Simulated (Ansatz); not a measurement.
Al₄P₃⁺, relaxed as a singlet with RKS PBE-D4/def2-SVP in Ansatz, starting from the GFN1-xTB geometry. Force threshold 0.02 eV/Å.

The restricted singlet is unstable towards broken spin symmetry in Hartree–Fock (as tested in another run); at PBE-D4/def2-SVP this wasn't settled. The structure comes from a short search, and lower isomers may exist.

Start:

```xyz
7

Al   -0.335    2.291    0.468
Al    2.156    1.584    0.582
Al   -0.133   -1.936   -1.353
Al   -1.374   -2.183    0.907
P    -1.414    0.184   -0.261
P     0.462   -0.356    0.889
P     0.639    0.416   -1.232
```

Question: Estimate the energy that the relaxation releases and the steps that it takes.

Answer: 0.41 eV, in 7 steps; 9.5 s on 4 threads of Arm Neoverse V2 on a shared host. No frequencies were taken in this run, so the end may be a saddle point.

Question: Does the start keep its bonding and symmetry?

Answer: Bonds lost: Al2–P6, Al4–P6 (atoms count from 1). Point group C2 at the start, C2 at the end, both within 0.05 Å.

Question: Predict the relaxed structure.

Answer: 
Cartesian coordinates in Å:
```
Al -0.353 2.195 0.625
Al 2.398 1.803 0.434
Al 0.028 -1.944 -1.246
Al -1.701 -2.343 0.900
P -1.423 0.194 -0.300
P 0.444 -0.343 0.849
P 0.607 0.438 -1.262
```
Bond lengths (bridged metal pairs left out): 4 × Al–P 2.45 to 2.67 Å; 3 × P–P 2.26 Å; 2 × Al–Al 2.79 Å.
